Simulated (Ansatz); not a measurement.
A run on C2H7GeIn with other settings.

```yaml
crystal:
  periodic: [false, false, false]
  atoms:
    - {symbol: C, position_ang: [-1.660344, 1.066037, -0.465466]}
    - {symbol: C, position_ang: [-0.388208, 1.418447, -0.664475]}
    - {symbol: In, position_ang: [0.625806, 0.542112, -2.459339]}
    - {symbol: Ge, position_ang: [1.171193, -1.398887, 0.880895]}
    - {symbol: H, position_ang: [-2.177816, 0.360783, -1.120353]}
    - {symbol: H, position_ang: [-2.275422, 1.446569, 0.351184]}
    - {symbol: H, position_ang: [0.033670, 2.131969, 0.047735]}
    - {symbol: H, position_ang: [1.590071, -1.207160, -0.595832]}
    - {symbol: H, position_ang: [1.385862, -0.088846, 1.643914]}
    - {symbol: H, position_ang: [2.059250, -2.503498, 1.476362]}
    - {symbol: H, position_ang: [-0.298764, -1.824326, 0.925676]}
basis:
  gaussian: {orbitals: def2-SVPD, final_grid: {core_spheres: 5, valence_spheres: 4, degree: 11}}
hamiltonian: {xc: {name: SVWN5}}
scf: {lower_state_search: light}
output: {forces: true}
```

```sh
$ ansatz run in.yaml --threads 4 --pin off --events-out ev --progress --plain --max-ram 10444MiB
```

Output, abridged:

```
Functional definition: SVWN5
1548 factors; their error is unknown
mean field evaluation 1: about -63743.9916 eV, gradient 6.3e1 eV
mean field evaluation 2: about -63623.9324 eV, gradient 1.7e2 eV
mean field evaluation 4: about -63753.5166 eV, gradient 1.9e1 eV
mean field evaluation 8: about -63754.6018 eV, gradient 1.4e-1 eV
mean field evaluation 16: about -63754.5283 eV, gradient 1.6e-3 eV
mean field -63754.52832544 eV, -2342.9357015885 hartree, gradient 5.8e-5 eV, S^2 0.000000; 0 other end points of the search recorded, 0 dependent functions left out
reference -63754.52836376 eV, -2342.9357029968 hartree; 36, 36 occupied and 130, 130 virtual orbitals, 1548 factors
Total energy: -63754.52836376 eV, -2342.9357029968 hartree
Atom 0 at    -1.660344     1.066037    -0.465466 Å, force     0.180083    -0.065907    -0.076294 eV/Å
Atom 1 at    -0.388208     1.418447    -0.664475 Å, force     0.303984    -0.124721    -0.385397 eV/Å
Atom 2 at     0.625806     0.542112    -2.459339 Å, force     0.033542    -0.120237     0.080000 eV/Å
Atom 3 at     1.171193    -1.398887     0.880895 Å, force    -0.008882     0.071492    -0.056900 eV/Å
Atom 4 at    -2.177816     0.360783    -1.120353 Å, force    -0.345757    -0.410992    -0.371395 eV/Å
Atom 5 at    -2.275422     1.446569     0.351184 Å, force    -0.329470     0.191452     0.488147 eV/Å
Atom 6 at     0.033670     2.131969     0.047735 Å, force     0.253654     0.395387     0.385027 eV/Å
Atom 7 at     1.590071    -1.207160    -0.595832 Å, force    -0.026307     0.065235    -0.093594 eV/Å
Atom 8 at     1.385862    -0.088846     1.643914 Å, force     0.004919     0.026406     0.026260 eV/Å
Atom 9 at     2.059250    -2.503498     1.476362 Å, force     0.017889    -0.023514     0.009874 eV/Å
Atom 10 at    -0.298764    -1.824326     0.925676 Å, force    -0.083653    -0.004602    -0.005728 eV/Å
Dipole moment:     0.049856    -0.004982     0.068483 e Å
```

It took 1.4 s on 4 threads of an Arm Neoverse N1 on a shared host, with 0.55 GiB of host memory at the peak.
